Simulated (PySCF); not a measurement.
Molecule: C$_{5}$H$_{5}$S (charge -1, singlet). It need not be the lowest isomer of its formula. Whether it binds its extra electron was not tested at this geometry. 
Geometry from a B3LYP-D3(BJ)/def2-TZVP (Ansatz) optimisation:
```
C
C 1 1.3734
H 2 1.0913 1 118.63
C 2 1.4442 3 123.06 1 180.00
C 4 1.3550 2 107.19 3 -180.00
H 5 1.0835 4 131.02 2 -180.00
C 1 1.4975 2 127.42 3 0.00
H 7 1.0942 1 109.37 2 0.00
H 7 1.0963 8 107.59 1 -122.65
H 7 1.0963 8 107.59 9 -114.70
S 1 1.7302 2 110.49 3 -180.00
```
Charge -1, spin multiplicity 1.

Dispersion corrections to the total energy (kcal/mol) from the dftd3 and dftd4 libraries through PySCF: D3(BJ) without and D4 with the three-body term, each with the damping fitted for the functional named.

```csv
functional,D3(BJ),D4
CAM-B3LYP,-5.47,…
BLYP,-14.90,-17.54
BHLYP,…,-9.30
PBE,-6.86,-7.84
PW6B95,…,-6.89
BP86,-11.18,-10.44
TPSS,-8.71,-10.61
```

Problem. Fill in the missing entries.

Solution. 
- CAM-B3LYP, D4: -6.63
- BHLYP, D3(BJ): -9.65
- PW6B95, D3(BJ): -3.55
